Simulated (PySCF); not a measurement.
# Reading the logs of faulty runs: AlCH7N anion

All numbers below are calculated, not measured. They come from PySCF 2.14.0, an open-source quantum chemistry program, on an isolated molecule that a program drew, which may never have been made. The molecule is AlCH7N anion (charge -1, singlet), drawn as the SMILES string `C[NH][AlH3-]`.

Each row is a Hartree-Fock (HF) and frozen-core CCSD(T) single point in the aug-cc-pV(D+d)Z basis, meant for a local HF minimum. Run 1 is clean. Each other run has one planted mistake out of seven kinds, and not every kind appears here: one electron removed, one electron added, multiplicity raised by two, geometry at a saddle point, minimal basis STO-3G, one bond length entered in bohr, all coordinates scaled. The reference is restricted for singlets and unrestricted otherwise, and also for a bond in bohr. Adding or removing an electron swaps singlet and doublet. Electrons count all cores. HOMO and LUMO are orbital energies over both spins, the gradient is its largest component, and the lowest frequency (negative if imaginary) is given only where the gradient is small. Bond lengths are over the 9 bonds as drawn. T1 is the CCSD diagnostic: over 0.02 (restricted) or 0.045 (unrestricted) a single reference is doubtful.

Geometry of the clean run:
```xyz
10
AlCH7N anion, angstrom
C     0.1318    0.6279    1.2599
N     0.6490   -0.0148    0.0780
Al    0.1983    0.5332   -1.6619
H    -0.9375    0.8231    1.1353
H     0.2299    0.0022    2.1602
H     0.5991    1.5994    1.4986
H     1.6096   -0.2691    0.2127
H     1.0901   -0.3835   -2.6959
H     0.5376    2.1346   -1.9210
H    -1.4172    0.3198   -1.8871
```

```
run  electrons  basis functions  <S^2>  HOMO (eV)  LUMO (eV)  gradient (hartree/bohr)  lowest frequency (cm^-1)  mean bond (Å)  longest bond (Å)      T1  HF (hartree)  CCSD(T) (hartree)                     mistake
  1         34              141  0.000      -4.37       3.36                  7.0e-06                       109         1.3966             1.879  0.0113    -338.34066         -338.84415                    no fault
  2         34              141  2.013       0.24       2.94                  5.9e-02                         -         1.3966             1.879  0.0302    -338.25093         -338.71718  multiplicity raised by two
  3         34              141  0.000      -4.26       3.35                  3.8e-02                         -         1.3449             1.809  0.0109    -338.32891         -338.82684      all coordinates scaled
  4         33              141  0.764      -9.95      -0.24                  7.2e-02                         -         1.3966             1.879  0.0325    -338.26250         -338.72205                           ?
  5         34              141  0.643      -4.17       3.34                  3.7e-02                         -         1.5057             2.087  0.0607    -338.23498         -338.74616                           ?
```

**Which mistake was planted in run 4, and what did it cost?**

It counts 33 electrons, one fewer than the clean run, at the same geometry and basis. So the mistake is: one electron removed. Subtracting run 1 and multiplying by 627.51 kcal/mol a hartree, the energy moved by 49.0 kcal/mol in HF and 76.6 kcal/mol in CCSD(T).

**Which mistake was planted in run 5, and what did it cost?**

The mean bond changes by a factor of 1.078 and the longest by 1.111, so the molecule wasn't scaled as a whole. A length L in bohr read as angstrom grows by (1/0.5292 - 1) L = 0.890 L. The 9 bonds together grew by 9 x 0.1091 = 0.982 Å, which gives L = 1.104 Å. That is the length of one of the C-H bonds, 1.104 Å in the clean geometry. So the mistake is: one bond length entered in bohr. Subtracting run 1 and multiplying by 627.51 kcal/mol a hartree, the energy moved by 66.3 kcal/mol in HF and 61.5 kcal/mol in CCSD(T).

Cautions from the logs. Run 2: the HOMO is above zero, so the electron isn't bound and the energy depends on the basis; run 5: T1 is over the limit, so its CCSD(T) energy is less reliable.
